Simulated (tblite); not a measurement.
CH6ClFSi2.
Z-matrix (Å and degrees, GFN2-xTB geometry), rows numbered from 1:
```
F 
Si  1  1.6116
C   2  1.8926  1  107.28
Si  3  1.9009  2  114.39  1    51.11
Cl  4  2.0236  3  108.33  2   176.77
H   2  1.4547  1  104.55  3   119.82
H   2  1.4559  1  104.67  3  -120.16
H   3  1.0904  2  108.82  1   173.61
H   3  1.0915  2  109.22  1   -71.34
H   4  1.4622  3  110.28  2    59.51
H   4  1.4582  3  111.71  2   -64.99
```

Level: GFN2-xTB in tblite, geometry and Hessian alike; calculated harmonic values, unscaled, isolated species. Errors from tens to a few hundred cm⁻¹ against measured bands are possible. Modes of hydrogen on silicon can be 10 to 20 % off. One conformer, not necessarily the lowest.

Harmonic wavenumbers (cm⁻¹): 33.2, 59.0, 112.2, 143.1, 241.2, 443.8, 468.7, 506.4, 570.3, 576.4, 644.3, 701.6, 710.3, 741.4, 771.3, 776.5, 804.2, 842.3, 1016.4, 1142.1, 1445.4, 2259.0, 2302.4, 2319.0, 2340.8, 2967.6, 2985.2.

A = 7583, B = 892.5, C = 839.2 MHz; mass 127.968 u (most abundant isotopes); point group C1, symmetry number 1.

What is the zero-point energy?

Half the sum of the wavenumbers: 13962 cm⁻¹ = 39.92 kcal/mol.

What is S at 500 K and 1 bar for an ideal gas of classical rigid rotors and harmonic oscillators?

Translation 43.05, rotation 29.97, vibration 37.43: S = 110.5 cal/(mol K).

And Cp and H(500 K) − H(0)?

Cp = 39.96 cal/(mol K), of which vibrations give 32.01 (their classical limit is 27 R = 53.7); H(500 K) − H(0) = 13.00 kcal/mol without the zero-point energy, 9.02 from vibrations.

How do the functions run with temperature in this model?

```tsv
T (K)	S (cal/(mol K))	Cp (cal/(mol K))	H − H(0) (kcal/mol)	G − H(0) (kcal/mol)	ln q(vib)
50	58.6	12.9	0.52	-2.41	0.75
100	68.5	16.0	1.24	-5.61	1.92
298.15	92.2	30.3	5.80	-21.70	5.94
373.15	99.5	34.6	8.25	-28.89	7.39
750	128.0	46.7	23.90	-72.13	14.03
1000	142.1	50.9	36.13	-105.95	17.80
```

q(vib) and H(0) count from the zero-point level.

Blend soft modes into free rotors: weight 1/[1 + (100 cm⁻¹/ν̃)⁴] for the oscillator and the rest for a rotor with moment μB/(μ + B), μ = h/(8π²ν), B = 10⁻⁴⁴ kg m². What vibrational entropy results?

33.29 cal/(mol K) in place of 37.43, which changes −T·S at 500 K by +2.07 kcal/mol.

Hindered rotation and anharmonicity are outside this model. Other conformers, if any are populated, would add a mixing term that is left out. The structure is chiral; the term R ln 2 for an equal mix with its mirror image is left out.

Time: 0.5 s wall. Hardware: one thread of an Arm Neoverse N1, no GPU (shared host). The figure is for the frequency step alone.
